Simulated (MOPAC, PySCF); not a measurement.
C$_{3}$H$_{5}$Cl, SMILES `C/C=C/Cl`, neutral singlet in the gas phase. 

Z-matrix (Å, degrees):
```
C
C 1 1.3226
H 2 1.0833 1 123.45
H 1 1.0864 2 118.88 3 180.00
C 1 1.4893 4 117.83 2 180.00
H 5 1.0914 1 111.67 4 -180.00
H 5 1.0942 6 108.21 1 122.28
H 5 1.0942 6 108.21 7 115.43
Cl 2 1.7235 3 113.14 1 180.00
```
Charge 0, spin multiplicity 1.

All levels are single points at this geometry (PBE0-D3(BJ)/def2-TZVP); Pople sets use spherical d functions. Orbital energies aren't observables, and empty levels follow the basis.

PBE0-D3(BJ)/def2-TZVP in PySCF gives dipole (D) = 1.91.

**Question.** Estimate the dipole (D) from each of these levels: B3LYP/6-311+G** in PySCF; SVWN5/6-31G* in PySCF; HF/3-21G in PySCF; PM6 in MOPAC; PM7 in MOPAC.

**Answer.** 
```tsv
level	dipole (D)
B3LYP/6-311+G** in PySCF	1.98
SVWN5/6-31G* in PySCF	1.96
HF/3-21G in PySCF	2.55
PM6 in MOPAC	2.15
PM7 in MOPAC	2.45
```
